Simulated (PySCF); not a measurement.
B(All)(F)(OH) (C3H6BFO), SMILES FB(CC=C)O. Atoms are numbered in the order given.

```xyz
12

B      0.5190     0.5447     0.6629
C      0.3199    -0.9481     0.1547
C     -0.9709    -1.1214    -0.5956
C     -1.1266    -0.9458    -1.9123
H      0.3929    -1.6395     1.0093
H      1.1836    -1.1685    -0.4994
H     -1.8587    -1.3497     0.0095
H     -0.2733    -0.7239    -2.5648
H     -2.1062    -1.0431    -2.3902
F      1.3957     0.7986     1.6394
O     -0.1359     1.5989     0.1316
H     -0.7410     1.3138    -0.5673
```

The structure is a stationary point at ωB97X-D3(BJ)/def2-SVP. Other conformers were not sampled.

Computed with r2SCAN/def2-TZVP (PySCF).

ESP charges are fitted to the potential on shells at 1.4 to 2.0 van der Waals radii. Atomic charges (e):

```tsv
atom	IAO	ESP fit
B1	0.65	0.65
C2	-0.47	-0.53
C3	-0.12	0.09
C4	-0.35	-0.58
H5	0.17	0.16
H6	0.17	0.17
H7	0.15	0.10
H8	0.14	0.22
H9	0.16	0.20
F10	-0.33	-0.28
O11	-0.55	-0.58
H12	0.38	0.37
```

Problem. Give the Mayer and Wiberg (Löwdin basis) orders of the bonds. (An estimate is asked for; the answer gives what the named calculation found.)

Solution. 
```json
[
 {"bond": "B1–C2", "Mayer": "0.99", "Wiberg": "1.17"},
 {"bond": "C2–C3", "Mayer": "0.95", "Wiberg": "1.23"},
 {"bond": "C3–C4", "Mayer": "1.89", "Wiberg": "2.16"},
 {"bond": "C2–H5", "Mayer": "0.95", "Wiberg": "0.80"},
 {"bond": "C2–H6", "Mayer": "0.93", "Wiberg": "0.78"},
 {"bond": "C3–H7", "Mayer": "0.96", "Wiberg": "0.82"},
 {"bond": "C4–H8", "Mayer": "0.97", "Wiberg": "0.89"},
 {"bond": "C4–H9", "Mayer": "0.96", "Wiberg": "0.89"},
 {"bond": "B1–F10", "Mayer": "1.14", "Wiberg": "2.04"},
 {"bond": "B1–O11", "Mayer": "1.38", "Wiberg": "2.04"},
 {"bond": "O11–H12", "Mayer": "0.85", "Wiberg": "0.92"}
]
```
